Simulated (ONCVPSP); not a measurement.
# Reading a pseudo-wave (C)

Columns: radius, all-electron u(r) and pseudo u(r) of the 2p shell (level -5.42 eV) of carbon in the configuration [He] 2s2 2p2; LDA (Perdew-Wang 92), scalar-relativistic, ONCV scheme, ONCVPSP 4.0.1.

| r (bohr) | all-electron | pseudo |
| --- | --- | --- |
| 0.128 | 0.0724 | 0.0228 |
| 0.255 | 0.2072 | 0.0872 |
| 0.382 | 0.3447 | 0.1847 |
| 0.510 | 0.4637 | 0.3037 |
| 0.638 | 0.5571 | 0.4289 |
| 0.765 | 0.6245 | 0.5452 |
| 0.893 | 0.6698 | 0.6431 |
| 1.020 | 0.6957 | 0.7138 |
| 1.148 | 0.7062 | 0.7557 |
| 1.275 | 0.7045 | 0.7695 |
| 1.402 | 0.6938 | 0.7603 |
| 1.530 | 0.6762 | 0.7341 |
| 1.658 | 0.6537 | 0.6977 |
| 1.785 | 0.6281 | 0.6574 |
| 1.912 | 0.6004 | 0.6172 |
| 2.040 | 0.5713 | 0.5792 |
| 2.168 | 0.5416 | 0.5444 |
| 2.295 | 0.5122 | 0.5128 |
| 2.422 | 0.4831 | 0.4832 |
| 2.550 | 0.4545 | 0.4545 |
| 2.678 | 0.4268 | 0.4268 |
| 2.805 | 0.4002 | 0.4002 |
| 2.932 | 0.3748 | 0.3748 |
| 3.060 | 0.3503 | 0.3503 |
| 3.188 | 0.3271 | 0.3271 |
| 3.315 | 0.3052 | 0.3052 |

(1) How many radial nodes do the two functions have?

(2) At about which radius was the pseudo-wave matched?

(3) Is the pseudo-wave norm-conserving?

Results:

(1) The all-electron 2p function has n − l − 1 = 0; the pseudo-wave has 0.

(2) 2.55 bohr. The columns agree to 0.0005 from 2.42 bohr on; several derivatives are matched, so the curves merge somewhat inside the radius.

(3) Yes: the ONCV scheme keeps the norm inside the radius equal to the all-electron one, which fixes the energy derivative of the logarithmic derivative at the level.
